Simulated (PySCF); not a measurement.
Can point charges reproduce the dipole moment of `C=C([SiH2]F)SC`?

Coordinates (GFN2-xTB, Å) and charges (e) from the PBE0/pcSseg-1 density (PySCF):

| atom | x | y | z | Mulliken | IAO | Hirshfeld | ESP-fitted |
| --- | --- | --- | --- | --- | --- | --- | --- |
| C1 | -0.356 | 1.266 | 0.197 | -0.1032 | -0.3340 | -0.1141 | -0.2167 |
| C2 | -0.428 | -0.058 | 0.107 | -0.6253 | -0.4010 | -0.1148 | -0.1795 |
| Si3 | -2.002 | -1.042 | 0.447 | +1.0187 | +1.1051 | +0.4216 | +0.6015 |
| F4 | -3.130 | 0.048 | 0.820 | -0.4343 | -0.5393 | -0.2011 | -0.2864 |
| S5 | 0.926 | -1.101 | -0.341 | +0.0419 | +0.1489 | +0.0154 | -0.1314 |
| C6 | 2.304 | 0.052 | -0.611 | -0.4020 | -0.5056 | -0.1121 | -0.3957 |
| H7 | 0.534 | 1.841 | 0.004 | +0.1161 | +0.1465 | +0.0444 | +0.1357 |
| H8 | -1.229 | 1.829 | 0.480 | +0.1268 | +0.1636 | +0.0459 | +0.1241 |
| H9 | -1.868 | -1.884 | 1.626 | -0.1109 | -0.1396 | -0.0705 | -0.0840 |
| H10 | -2.489 | -1.716 | -0.745 | -0.1110 | -0.1394 | -0.0704 | -0.0834 |
| H11 | 2.061 | 0.732 | -1.423 | +0.1597 | +0.1599 | +0.0489 | +0.1578 |
| H12 | 2.515 | 0.595 | 0.306 | +0.1596 | +0.1599 | +0.0490 | +0.1575 |
| H13 | 3.156 | -0.562 | -0.884 | +0.1639 | +0.1749 | +0.0577 | +0.2006 |

Task: Compute μ = Σ q r for each scheme (1 e·Å = 4.803 D) and compare with the dipole of the full density.

Result: The full density gives (2.09, 0.41, -0.51) D, 2.19 D in size; dipole vectors point from the negative to the positive end.

```csv
scheme,μx,μy,μz,size (D),share of the full size (%),angle to the full dipole (°)
Mulliken,1.80,-1.34,-0.56,2.31,105,46
IAO,2.44,-2.80,-0.84,3.81,174,58
Hirshfeld,1.50,-0.76,-0.45,1.74,79,37
ESP-fitted,2.17,0.45,-0.52,2.28,104,1
```

Task: Which set comes closest?

Result: Length of the difference vector: ESP-fitted 0.09 D, Hirshfeld 1.31 D, Mulliken 1.78 D, IAO 3.25 D. Closest: ESP-fitted. ESP charges are fitted to the potential around the molecule, whose slowest-falling term is the dipole's. The schemes that divide the density aren't constrained to reproduce the dipole.

Task: What is left for the Hirshfeld atoms' own dipoles?

Result: The Hirshfeld atoms' densities add up to the full density, so μ = Σ q r + Σ (atomic dipoles). The atomic dipoles sum to (2.09, 0.41, -0.51) − (1.50, -0.76, -0.45) = (0.59, 1.17, -0.06) D, 1.31 D in size.

Task: With the origin at the mean of the coordinates, (0.000, 0.000, -0.001) Å, which are the largest single terms, by size, of the Mulliken dipole along the direction of the full one?

Result: Si3 -10.81, F4 +6.61, C6 -4.54, H13 +2.45, H12 +1.87 D; all 13 atoms together +1.59 D. The single terms depend on the origin, their sum doesn't.

Task: Give the size of the full dipole in other units.

Result: 2.19 D = 0.863 au = 0.457 e·Å = 7.32 × 10⁻³⁰ C·m.

One conformer (not necessarily the lowest) at the GFN2-xTB geometry, without solvent, vibrations or thermal averaging.

Conformer computed: `[CH2:1]=[C:2]([SiH2:3][F:4])[S:5][CH3:6]`: C1–C2–Si3–F4 1°, C1–C2–S5–C6 0°.
